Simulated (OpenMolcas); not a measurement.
V3+ (d2) among equal point charges was computed by CASSCF with the d shell active (OpenMolcas, ANO-RCC-VDZP on the metal). Its lowest spin-free states, and all those of the highest spin:

```tsv
2S+1	Degeneracy	E (cm-1)
3	3	0.0
1	3	12526
1	2	12791
3	3	15867
1	1	26112
3	3	28876
1	3	31206
1	3	34607
3	1	36704
1	2	54912
1	1	76292
```

Q: Is the site octahedral, tetrahedral or cube-like, axial, or of lower symmetry?

A: The states with 2S+1 = 3 have orbital degeneracies 3, 3, 3, 1. Threefold states need a cubic site. For d2 at this spin an octahedron puts the threefold T1 below the threefold T2 and a tetrahedron or cube puts the single A2 below the threefold T2, so the site is octahedral. The run had V3+ among 6 point charges of -2.2 e arranged as an octahedron (Oh), 1.6 Å from the ion. The active orbitals were held to one l.

An orbital triplet at a regular site is open to Jahn-Teller coupling, which can distort the site and quench the lowest spin-orbit gaps and is left out. Without dynamic correlation the repulsion within the d shell is too large (B by tens of per cent), so at a given field states of lower spin stand too high. This is an electrostatic model: the charges have no orbitals. No measured value stands beside these numbers.
